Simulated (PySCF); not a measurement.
H₄Si, charge +1, doublet, at a GFN2-xTB geometry (a state made from the parent by changing its charge; the spin is typed, not shown lowest); DF-SVWN5/aug-cc-pVTZ (PySCF).

Input for PySCF:
```python
from pyscf import gto, scf, dft
import numpy

mol = gto.M(
    atom='''
Si    0.000000   -0.000000   -0.000000
H     0.028744    1.072285    1.066288
H    -0.027528   -1.065933    1.072670
H     0.027528    1.065933   -1.072670
H    -0.028744   -1.072285   -1.066288
''',
    basis='aug-cc-pvtz',
    charge=1,
    spin=1,
    verbose=4,
)
print('smallest overlap eigenvalue', numpy.linalg.eigvalsh(mol.intor('int1e_ovlp'))[0])

mf = dft.UKS(mol)
mf.xc = 'lda,vwn'
mf = mf.density_fit(auxbasis='def2-universal-jkfit')
mf = scf.addons.remove_linear_dep_(mf, threshold=1e-3, lindep=1e-3)
mf.kernel()
```

The log (banner, timings and long lists left out):

```
PySCF version 2.14.0

[INPUT] verbose = 4
[INPUT] num. atoms = 5
[INPUT] num. electrons = 17
[INPUT] charge = 1
[INPUT] spin (= nelec alpha-beta = 2S) = 1
[INPUT] symmetry False subgroup None
[INPUT] Mole.unit = angstrom
[INPUT] Symbol           X                Y                Z      unit          X                Y                Z       unit  Magmom
[INPUT]  1 Si     0.000000000000   0.000000000000   0.000000000000 AA    0.000000000000   0.000000000000   0.000000000000 Bohr   0.0
[INPUT]  2 H      0.028744000000   1.072285000000   1.066288000000 AA    0.054318287724   2.026324977479   2.014992289910 Bohr   0.0
[INPUT]  3 H     -0.027528000000  -1.065933000000   1.072670000000 AA   -0.052020380757  -2.014321437136   2.027052522037 Bohr   0.0
[INPUT]  4 H      0.027528000000   1.065933000000  -1.072670000000 AA    0.052020380757   2.014321437136  -2.027052522037 Bohr   0.0
[INPUT]  5 H     -0.028744000000  -1.072285000000  -1.066288000000 AA   -0.054318287724  -2.026324977479  -2.014992289910 Bohr   0.0

nuclear repulsion = 20.9324212631692
number of shells = 49
number of NR pGTOs = 175
number of NR cGTOs = 142
basis = aug-cc-pvtz
ecp = {}
input.py:22: DeprecationWarning: remove_linear_dep_ is deprecated and will be removed in a future release. Linear dependency handling is now built into the SCF procedure by default. Linear dependency removal can be controlled using the following settings:
  pyscf.scf.hf.remove_overlap_zero_eigenvalue = True
  pyscf.scf.hf.overlap_zero_eigenvalue_threshold = 1e-6

  mf = scf.addons.remove_linear_dep_(mf, threshold=1e-3, lindep=1e-3)
smallest overlap eigenvalue 0.00019454225892321457
Applying remove_linear_dep_ on SCF object.
Using canonical orthogonalization with threshold 0.001

******** <class 'pyscf.df.df_jk.DFUKS'> ********
method = DFUKS
initial guess = minao
damping factor = 0
level_shift factor = 0
DIIS = <class 'pyscf.scf.diis.CDIIS'>
diis_start_cycle = 1
diis_space = 8
diis_damp = 0
SCF conv_tol = 1e-09
SCF conv_tol_grad = None
SCF max_cycles = 50
direct_scf = False
number electrons alpha = 9  beta = 8
XC library pyscf.dft.libxc version 7.1.2
    S. Lehtola, C. Steigemann, M. J. T. Oliveira, and M. A. L. Marques,  SoftwareX 7, 1–5 (2018)
XC functionals = lda,vwn
    P. A. M. Dirac,  Math. Proc. Cambridge Philos. Soc. 26, 376 (1930)
    F. Bloch,  Z. Phys. 57, 545 (1929)
    S. H. Vosko, L. Wilk, and M. Nusair,  Can. J. Phys. 58, 1200 (1980)
radial grids:
    Treutler-Ahlrichs [JCP 102, 346 (1995); DOI:10.1063/1.469408] (M4) radial grids

becke partition: Becke, JCP 88, 2547 (1988); DOI:10.1063/1.454033
pruning grids: <function nwchem_prune>
grids dens level: 3
symmetrized grids: False
atomic radii adjust function: <function treutler_atomic_radii_adjust>
small_rho_cutoff = 0
Set gradient conv threshold to 3.16228e-05
tot grids = 58416
init E= -290.413565816157

cycle= 1 E= -290.202814993144  delta_E= 0.211  |g|= 0.173  |ddm|= 1.01
cycle= 2 E= -290.210275967213  delta_E= -0.00746  |g|= 0.148  |ddm|= 0.232
cycle= 3 E= -290.219464002008  delta_E= -0.00919  |g|= 0.00408  |ddm|= 0.115
cycle= 4 E= -290.219479512753  delta_E= -1.55e-05  |g|= 0.00117  |ddm|= 0.00578
cycle= 5 E= -290.219480754259  delta_E= -1.24e-06  |g|= 0.000392  |ddm|= 0.0017
cycle= 6 E= -290.219480817344  delta_E= -6.31e-08  |g|= 0.000307  |ddm|= 0.000312
cycle= 7 E= -290.219480781174  delta_E= 3.62e-08  |g|= 0.000377  |ddm|= 0.000479
cycle= 8 E= -290.219480800285  delta_E= -1.91e-08  |g|= 0.000353  |ddm|= 0.000192
cycle= 9 E= -290.219480793228  delta_E= 7.06e-09  |g|= 0.000354  |ddm|= 0.00012
cycle= 10 E= -290.219480837016  delta_E= -4.38e-08  |g|= 0.000359  |ddm|= 0.00024
cycle= 11 E= -290.219480835785  delta_E= 1.23e-09  |g|= 0.000374  |ddm|= 3.93e-05
cycle= 12 E= -290.219480810251  delta_E= 2.55e-08  |g|= 0.000417  |ddm|= 0.00015
cycle= 13 E= -290.219480835038  delta_E= -2.48e-08  |g|= 0.000206  |ddm|= 0.000422
cycle= 14 E= -290.219480838499  delta_E= -3.46e-09  |g|= 0.000217  |ddm|= 0.000108
cycle= 15 E= -290.219480785963  delta_E= 5.25e-08  |g|= 0.000297  |ddm|= 0.000432
cycle= 16 E= -290.219480725974  delta_E= 6e-08  |g|= 0.000375  |ddm|= 9.6e-05
cycle= 17 E= -290.219480821771  delta_E= -9.58e-08  |g|= 0.000251  |ddm|= 0.000277
cycle= 18 E= -290.219480813593  delta_E= 8.18e-09  |g|= 0.000258  |ddm|= 6.94e-05
cycle= 19 E= -290.219480831783  delta_E= -1.82e-08  |g|= 0.000227  |ddm|= 8.52e-05
cycle= 20 E= -290.219480659957  delta_E= 1.72e-07  |g|= 0.000455  |ddm|= 0.000524
cycle= 21 E= -290.219480847388  delta_E= -1.87e-07  |g|= 0.000231  |ddm|= 0.000417
cycle= 22 E= -290.219480654084  delta_E= 1.93e-07  |g|= 0.00052  |ddm|= 0.000367
cycle= 23 E= -290.219480802492  delta_E= -1.48e-07  |g|= 0.000371  |ddm|= 0.000425
cycle= 24 E= -290.219480803311  delta_E= -8.19e-10  |g|= 0.000297  |ddm|= 0.000179
cycle= 25 E= -290.219480469783  delta_E= 3.34e-07  |g|= 0.000632  |ddm|= 0.000564
cycle= 26 E= -290.219480841974  delta_E= -3.72e-07  |g|= 0.000274  |ddm|= 0.000481
cycle= 27 E= -290.219480807338  delta_E= 3.46e-08  |g|= 0.000331  |ddm|= 0.000226
cycle= 28 E= -290.219480825017  delta_E= -1.77e-08  |g|= 0.000275  |ddm|= 0.000254
cycle= 29 E= -290.21948081271  delta_E= 1.23e-08  |g|= 0.000335  |ddm|= 0.000233
cycle= 30 E= -290.219480841781  delta_E= -2.91e-08  |g|= 0.000248  |ddm|= 0.000167
cycle= 31 E= -290.219480687961  delta_E= 1.54e-07  |g|= 0.000415  |ddm|= 0.000356
cycle= 32 E= -290.219480790199  delta_E= -1.02e-07  |g|= 0.000284  |ddm|= 0.000479
cycle= 33 E= -290.219480822714  delta_E= -3.25e-08  |g|= 0.000365  |ddm|= 0.000361
cycle= 34 E= -290.219480833085  delta_E= -1.04e-08  |g|= 0.000339  |ddm|= 9.71e-05
cycle= 35 E= -290.219480814946  delta_E= 1.81e-08  |g|= 0.000366  |ddm|= 0.000127
cycle= 36 E= -290.219480813145  delta_E= 1.8e-09  |g|= 0.000364  |ddm|= 0.000178
cycle= 37 E= -290.219480820419  delta_E= -7.27e-09  |g|= 0.000341  |ddm|= 0.000141
cycle= 38 E= -290.219480844363  delta_E= -2.39e-08  |g|= 0.000307  |ddm|= 0.000125
cycle= 39 E= -290.219480830435  delta_E= 1.39e-08  |g|= 0.000203  |ddm|= 0.000321
cycle= 40 E= -290.219480848098  delta_E= -1.77e-08  |g|= 0.0003  |ddm|= 0.000282
cycle= 41 E= -290.219480583919  delta_E= 2.64e-07  |g|= 0.000575  |ddm|= 0.000406
cycle= 42 E= -290.21948076405  delta_E= -1.8e-07  |g|= 0.000367  |ddm|= 0.00054
cycle= 43 E= -290.219480790467  delta_E= -2.64e-08  |g|= 0.000341  |ddm|= 0.000338
cycle= 44 E= -290.219480848204  delta_E= -5.77e-08  |g|= 0.000256  |ddm|= 0.000178
cycle= 45 E= -290.219480802192  delta_E= 4.6e-08  |g|= 0.000359  |ddm|= 0.000207
cycle= 46 E= -290.219480848026  delta_E= -4.58e-08  |g|= 0.000317  |ddm|= 0.000214
cycle= 47 E= -290.219480838925  delta_E= 9.1e-09  |g|= 0.000354  |ddm|= 9.01e-05
cycle= 48 E= -290.219480808713  delta_E= 3.02e-08  |g|= 0.000246  |ddm|= 0.000391
cycle= 49 E= -290.219480832293  delta_E= -2.36e-08  |g|= 0.000304  |ddm|= 0.000343
cycle= 50 E= -290.21948081689  delta_E= 1.54e-08  |g|= 0.000361  |ddm|= 0.000201
SCF not converged.
SCF energy = -290.21948081689 after 50 cycles  <S^2> = 0.75319425  2S+1 = 2.0031917
```

The run did not converge; its last values are not results.
